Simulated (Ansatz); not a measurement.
Ansatz (a program for electronic structure) input:
A basis named .json is the Basis Set Exchange file of that set.

Ansatz 0.2 input:
```yaml
crystal:
  periodic: [false, false, false]
  atoms:
    - {symbol: In, position_ang: [-0.00000000, 0.00000000, -0.00000000]}
    - {symbol: H, position_ang: [0.72485163, -0.48871366, 1.49348754]}
    - {symbol: H, position_ang: [-0.38147619, 1.66585159, -0.27234235]}
    - {symbol: H, position_ang: [-0.34337544, -1.17713793, -1.22114519]}
basis:
  gaussian:
    orbitals: def2-QZVPPD.json
    fitting: {mean_field: def2-universal-jkfit, correlation: def2-QZVPPD-RIFIT.json}
magnetization: {spin_polarized: false}
correlation: {method: mp2, electrons: outside_noble_gas}
```

Task: What final total energy does it print?

Result: -191.00799 Eh (RI-MP2/def2-QZVPPD). The basis has 187 functions.
